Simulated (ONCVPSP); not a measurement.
## PBE ONCV dataset for gallium, scalar-relativistic all-electron reference.

```
Element                 : Ga
Generator               : ONCVPSP 4.0.1
Type                    : optimised norm-conserving Vanderbilt (ONCV)
Functional              : PBE
Relativity              : scalar-relativistic
Frozen core             : [Ne] 3s2
Valence charge          : 19
Reference configuration : 3p6 3d10 4s2 4p1
Partial waves           : 4s: rc 2.05 bohr, ncon 3, nbas 7, qcut 2.8 1/bohr, 1 projector; 3p+4p: rc 1.10 bohr, ncon 3, nbas 6, qcut 13.7 1/bohr, 2 projectors; 3d: rc 1.10 bohr, ncon 4, nbas 8, qcut 13.7 1/bohr, 2 projectors, debl 1.8 Ha
Local potential         : polynomial inside 0.70 bohr (lpopt 5, dvloc0 0 Ha)
Core correction         : none
```

Results:

```
Cutoffs needed      : 80 Ha and 88 Ha (the cutoffs (Ha) at which the residual kinetic energy of the hardest occupied pseudo-wave falls to 1 and 0.1 mHa per electron)
Ghost test          : ghosts flagged at negative energy: s at -257.3 eV; no localised positive-energy state flagged; a true bound ghost makes a file unfit for plane-wave use
Configuration tests : 1 of 4 tests not solved or not reliable
```

Generation and tests took about 2.9 s on one core of a shared server CPU.
